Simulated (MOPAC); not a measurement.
MOPAC input (PM3):

```
PM3 1SCF UHF MS=0.5 GEO-OK AUX(PRECISION=9) THREADS=1
CH3GeO2

O     2.03215300 1   -0.46500200 1   -0.84481300 1
C     1.79539600 1   -0.25794900 1    0.30124600 1
O     0.69265700 1    0.01890300 1    0.92771000 1
Ge   -0.90071000 1    0.14348500 1   -0.05465700 1
H    -1.90496300 1    0.47342400 1    1.04908800 1
H    -0.71165600 1    1.27415700 1   -1.06753300 1
H    -1.13150500 1   -1.22261300 1   -0.70318600 1
```

From the output:

```
                                                       MOPAC v23.2.5 Linux

          FINAL HEAT OF FORMATION =        -42.54414 KCAL/MOL =    -178.00467 KJ/MOL

          COSMO AREA              =        111.62 SQUARE ANGSTROMS
          COSMO VOLUME            =         99.90 CUBIC ANGSTROMS

          IONIZATION POTENTIAL    =          9.617461 EV
          ALPHA SOMO LUMO (EV)    =         -9.617 -0.522
          BETA  SOMO LUMO (EV)    =        -11.713 -1.622
          NO. OF ALPHA ELECTRONS  =         12
          NO. OF BETA  ELECTRONS  =         11
          MOLECULAR WEIGHT        =        119.6235         POINT GROUP:  Cs

          MOLECULAR DIMENSIONS (Angstroms)

            Atom       Atom       Distance
            H     5    O     1     4.46860
            O     3    H     7     2.66447
            O     3    H     6     2.24397

          SCF CALCULATIONS        =          1

   ATOM   CHEMICAL          X               Y               Z
  NUMBER   SYMBOL      (ANGSTROMS)     (ANGSTROMS)     (ANGSTROMS)

     1       O          2.03215300  *  -0.46500200  *  -0.84481300  *
     2       C          1.79539600  *  -0.25794900  *   0.30124600  *
     3       O          0.69265700  *   0.01890300  *   0.92771000  *
     4      Ge         -0.90071000  *   0.14348500  *  -0.05465700  *
     5       H         -1.90496300  *   0.47342400  *   1.04908800  *
     6       H         -0.71165600  *   1.27415700  *  -1.06753300  *
     7       H         -1.13150500  *  -1.22261300  *  -0.70318600  *

                             CARTESIAN COORDINATES

   1    O        2.032153000    -0.465002000    -0.844813000
   2    C        1.795396000    -0.257949000     0.301246000
   3    O        0.692657000     0.018903000     0.927710000
   4   Ge       -0.900710000     0.143485000    -0.054657000
   5    H       -1.904963000     0.473424000     1.049088000
   6    H       -0.711656000     1.274157000    -1.067533000
   7    H       -1.131505000    -1.222613000    -0.703186000

           Empirical Formula: C H3 O2 Ge  =     7 atoms

      MOLECULAR POINT GROUP   :   Cs

          ALPHA EIGENVALUES
 -38.68091 -36.08407 -21.55696 -18.02841 -17.00343 -16.44361 -15.28747 -13.22664
 -12.86080 -12.31127 -11.65454  -9.61746  -0.52219   0.18735   0.19463   1.26947
   2.30472   4.34060   7.00108

           BETA EIGENVALUES
 -38.42477 -35.90551 -21.01064 -17.79490 -16.36596 -16.22822 -14.90905 -13.20975
 -12.57927 -12.21262 -11.71279  -1.62189   0.15616   0.17195   0.88003   1.87726
   2.53470   4.69290   7.97487

              NET ATOMIC CHARGES AND DIPOLE CONTRIBUTIONS

  ATOM NO.   TYPE          CHARGE      No. of ELECS.   s-Pop       p-Pop
    1          O          -0.281514        6.2815     1.85404     4.42747
    2          C           0.307328        3.6927     1.36897     2.32370
    3          O          -0.333513        6.3335     1.81861     4.51491
    4         Ge           0.479424        3.5206     0.73982     2.78076
    5          H          -0.046985        1.0470     1.04698
    6          H          -0.062370        1.0624     1.06237
    7          H          -0.062370        1.0624     1.06237
 DIPOLE           X         Y         Z       TOTAL
 POINT-CHG.    -2.299     0.426     0.269     2.354
 HYBRID        -0.153    -0.001    -0.186     0.241
 SUM           -2.452     0.425     0.083     2.490

          ATOMIC ORBITAL ELECTRON POPULATIONS

     Atom    s        px        py        pz
    1  O   1.85404   1.67266   1.52531   1.22950
    2  C   1.36897   0.82608   0.65499   0.84264
    3  O   1.81861   1.17015   1.78118   1.56358
    4 Ge   0.73982   0.81020   1.02218   0.94838
    5  H   1.04698
    6  H   1.06237
    7  H   1.06237

                    (SZ)    =    0.500000
                    (S**2)  =    0.763831

          ATOMIC ORBITAL SPIN POPULATIONS

    Atom   Total    s     px     py     pz
         Atomic
    1  O  0.2028 -0.001  0.127 -0.034  0.110
    2  C  0.5735  0.208  0.143  0.039  0.183
    3  O  0.0157  0.034  0.002 -0.002 -0.019
    4 Ge  0.2805  0.030  0.160  0.028  0.062
    5  H -0.0234 -0.023
    6  H -0.0246 -0.025
    7  H -0.0246 -0.025

 **********************
 *                    *
 * JOB ENDED NORMALLY *
 *                    *
 **********************

 == MOPAC DONE ==
```

The geometry given is a B3LYP-D3(BJ)/def2-TZVP minimum.
